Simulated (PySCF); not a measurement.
Cards and structures have been mixed up. Pair them.

Structures:
1. `C(/C=C\OCC)C=C`
2. `[C@@H]1(C=CC[SiH2]1)OC(F)(F)F`
3. `C=CC[Si](CC=C)(CC=C)CC=C`

Card P (geometry PBE0-D3(BJ)/def2-SVP):
- Rotational constants A, B, C: 2.506, 0.691, 0.612 GHz
- Static isotropic polarisability (CAM-B3LYP/def2-SVPD): 88.9 au
- Isotropic shieldings of nuclei other than C and H, by class (GIAO PBE0/pcSseg-1): 214 (1 O), 253 (3 F), 371 (1 Si) ppm
- Vertical ionisation energy (ΔSCF CAM-B3LYP/def2-SVPD): 9.71 eV
- Dipole moment (CAM-B3LYP/def2-SVPD): 3.23 D
- Lowest singlet excitation (TDDFT CAM-B3LYP/def2-SVPD): 6.69 eV (185 nm, f = 0.087)
- HOMO energy (CAM-B3LYP/def2-SVPD): -8.98 eV

Card Q (geometry PBE0-D3(BJ)/def2-SVP):
- Rotational constants A, B, C: 5.570, 0.747, 0.693 GHz
- Static isotropic polarisability (CAM-B3LYP/def2-SVPD): 96.3 au
- Dipole moment (CAM-B3LYP/def2-SVPD): 1.98 D
- Lowest singlet excitation (TDDFT CAM-B3LYP/def2-SVPD): 6.15 eV (202 nm, f = 0.142)
- Strongest line among the 10 lowest singlet transitions (TDDFT CAM-B3LYP/def2-SVPD): S2 at 6.21 eV (200 nm, f = 0.375)
- Core binding energies (ΔSCF SCAN, pcX-2 on the ionised atom, pcseg-1 elsewhere, spin-free X2C): C1s 289.6, C1s 289.7, C1s 290.2, C1s 290.5, C1s 290.9, C1s 291.5, C1s 292.4, O1s 538.6 eV
- Isotropic shieldings of nuclei other than C and H, by class (GIAO CAM-B3LYP/pcSseg-1): 223 (1 O) ppm

Card R (geometry PBE0-D3(BJ)/def2-SVP):
- Rotational constants A, B, C: 0.589, 0.512, 0.475 GHz
- Static isotropic polarisability (PBE0/def2-SVPD): 174.6 au
- Strongest line among the 10 lowest singlet transitions (TDDFT PBE0/def2-SVPD): S9 at 6.36 eV (195 nm, f = 0.285)
- 13C chemical shifts (computed TMS as zero) by class (GIAO PBE0/pcSseg-1): 143.2 (4 C), 120.7 (4 C), 20.0 (4 C) ppm
- Dipole moment (PBE0/def2-SVPD): 0.41 D
- Point group: C1
- Isotropic shieldings of nuclei other than C and H, by class (GIAO PBE0/pcSseg-1): 354 (1 Si) ppm

Each SMILES stands for a single optimised conformer of the isolated species, non-relativistic unless stated. Electronic properties by PySCF. NMR classes are plain means over equivalent atoms (diastereotopic ones count apart unless rotation or inversion swaps them), as if these changed places fast.

Q: Which card belongs to which structure?

A: P = 2, Q = 1, R = 3. What ties each card to its structure:
- 1 (card Q), C7H12O, monoisotopic mass 112.1 u, 8 heavy atoms: core lines of C and O; an asymmetric top with C = 0.693 GHz, the highest such constant on the cards; polarisability 96.3 au for 62 electrons; dipole 1.98 D.
- 2 (card P), C5H7F3OSi, monoisotopic mass 168.0 u, 10 heavy atoms: an asymmetric top with C = 0.612 GHz; polarisability 88.9 au for 86 electrons; dipole 3.23 D.
- 3 (card R), C12H20Si, monoisotopic mass 192.1 u, 13 heavy atoms: 12 C in 3 classes; the least shielded carbon (143.2 ppm) is an alkene CH carbon; an asymmetric top with C = 0.475 GHz, the lowest such constant on the cards; polarisability 174.6 au for 106 electrons; dipole 0.41 D.
